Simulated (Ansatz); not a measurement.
The input (input.yaml):

```yaml
crystal:
  periodic: [false, false, false]
  atoms:
    - { symbol: Si, position_ang: [0.003254, -0.024562, -0.056633] }
    - { symbol: Si, position_ang: [0.00659, 0.000735, 2.286434] }
    - { symbol: H, position_ang: [-1.388533, -0.143826, 2.792985] }
    - { symbol: H, position_ang: [0.846465, -1.11918, 2.800576] }
    - { symbol: H, position_ang: [0.574327, 1.304741, 2.72962] }
    - { symbol: Cl, position_ang: [1.962555, 0.224179, -0.709315] }
    - { symbol: Cl, position_ang: [-1.160741, 1.566419, -0.720336] }
    - { symbol: H, position_ang: [-0.526217, -1.261805, -0.685932] }
basis:
  gaussian: { orbitals: def2-SVP }
hamiltonian:
  xc: b3lyp
  dispersion: d4
md:
  timestep: 0.5
  n_steps: 250
  ensemble: nve
  temperature: 300.0
  initial_velocities: maxwell_boltzmann
  seed: 193538
  masses: [{ species: H, mass: 2.014 }]
```

Command:

```bash
$ ansatz run input.yaml --threads 2 --pin off --max-ram 3072MiB --backend cpu --events-out ev --progress --plain --runs-dir out
```

Hardware: 2 threads of Arm Neoverse V1, on a shared host.

**Question.** Roughly how long does this run take, and how much memory?

**Answer.** 8.7 min, with a peak of 0.19 GiB, for 251 ionic steps.
